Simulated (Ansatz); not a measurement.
The same molecule with X = Si, Ge, Sn. Ansatz, PBE0-D4/def2-TZVP geometries, multiplicity 1.

Elements past krypton have def2 core potentials. Outer-core shells of Br, Ge, Sn are correlated without core-valence functions. Scalar relativity is left out up to krypton. Spin–orbit coupling is left out.

```csv
X,molecule,vertical ionisation energy (CCSD(T)/def2-TZVPP) / eV,mean X–Br bond length / Å,mean X–Cl bond length / Å,size of the dipole moment (ωB97M-V/def2-TZVPP) / D,zero-point energy (PBE0-D4/def2-TZVP) / kJ/mol,HOMO energy (ωB97M-V/def2-TZVPP) / eV
Si,`Cl[Si]Br`,9.79,2.251,2.076,1.11,6.5,-9.65
Sn,`[Cl][Sn][Br]`,9.90,2.518,2.363,3.22,4.1,-9.86
```

(1) Give the row for X = Ge, `[Cl][Ge][Br]`. (Estimate.)

## Answers

(1) Ansatz gave: 
```tsv
X	molecule	vertical ionisation energy (CCSD(T)/def2-TZVPP) / eV	mean X–Br bond length / Å	mean X–Cl bond length / Å	size of the dipole moment (ωB97M-V/def2-TZVPP) / D	zero-point energy (PBE0-D4/def2-TZVP) / kJ/mol	HOMO energy (ωB97M-V/def2-TZVPP) / eV
Ge	`[Cl][Ge][Br]`	10.04	2.342	2.181	2.05	4.9	-9.96
```

From Si to Sn the vertical ionisation energy (CCSD(T)/def2-TZVPP) isn't monotonic: highest at Ge, lowest at Si; the mean X–Br bond length rises at each step, by 0.267 Å in all; the mean X–Cl bond length rises at each step, by 0.287 Å in all; the zero-point energy (PBE0-D4/def2-TZVP) falls at each step, by 2.4 kJ/mol in all; the HOMO energy (ωB97M-V/def2-TZVPP) isn't monotonic: highest at Si, lowest at Ge. Bonds lengthen as the atom grows down the group. Dipoles are sizes alone, and their direction can turn along the series.
